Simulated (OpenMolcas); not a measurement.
**d6 ions of charge +4 down a group on the Ge site of Cs2GeF6**

```yaml
Program: OpenMolcas 26.06
Method: SS-CASPT2, IPEA 0.25 Eh, imaginary shift 0.1 Eh
Spin-orbit_coupling: state interaction with AMFI integrals over the reference wave functions
```

The d shell is active; CASPT2 correlates the ligand valence shells and the outer metal core. Each dopant is a cluster with its nearest anions in model potentials and point charges, with no relaxation. Distances were set from a Shannon-type radius of the metal (high-spin where two are listed) plus a fixed donor radius (F 1.31 Å), in hosts weighted 0.65 to 0.35 with the host's distance in the model lattice. Ligand basis ANO-RCC-VDZP, DKH2 Hamiltonian. States (labels of O, the rotations of Oh). Energies in cm-1 above the lowest state or level, χT in cm3 K/mol. Spin-only χT is S(S+1) / 2 for the spin of the ground state.

```
 Ion  Shell  R (Å)   Metal basis  Ground state  First state of that spin  First gap with spin-orbit (degeneracies)  χT at 300 K  First state of another spin  Spin-only χT
Pd4+    4d6  1.883  ANO-RCC-VTZP           1A1                     27030                              23330 (1, 2)        0.014              2S+1 = 3: 24020         0.000
Pt4+    5d6  1.889  ANO-RCC-VTZP           1A1                     33010                              27340 (1, 2)        0.013              2S+1 = 3: 30010         0.000
```

Below the highest spin of the shell: Pd4+, Pt4+. χT departs most from the spin-only value for Pd4+, by +0.014 cm3 K/mol.

Roots that are degenerate in the reference are averaged as groups; the widest CASPT2 spread within a group is 1000 cm-1 (the 3-fold group of multiplicity 1 near 39500 cm-1 above the lowest state of its run, Pt4+). Shifts and gaps below about the spread of the groups concerned are not significant. Over all roots computed the reference weight is 0.63 to 0.68 in Pd4+, 0.67 to 0.70 in Pt4+; the roots of lowest weight are the least certain, and an intruder state may touch them. Ligand-to-metal charge-transfer states are missing. With no ligand orbital active B as a rule stays too high, so bands that hang on it stand too high and its fall with covalency is understated. With one d shell and no ligand orbital active, 10Dq can be off by a tenth or more. The least metal-like active orbital is 66 % on the metal (Löwdin) and no ligand orbital is active, so the numbers are rough, and ground spin, moment and any spin crossover can be artefacts of this space; highly charged d ions in such sites are as a rule low spin (holds for Pd4+). The least metal-like active orbital is 68 % on the metal (Löwdin) and no ligand orbital is active, so the numbers are rough, and ground spin, moment and any spin crossover can be artefacts of this space; highly charged d ions in such sites are as a rule low spin (holds for Pt4+). No measured value stands beside these numbers; the geometry was set by hand and not optimised.

A state without a sure symmetry label is named by its multiplicity alone.
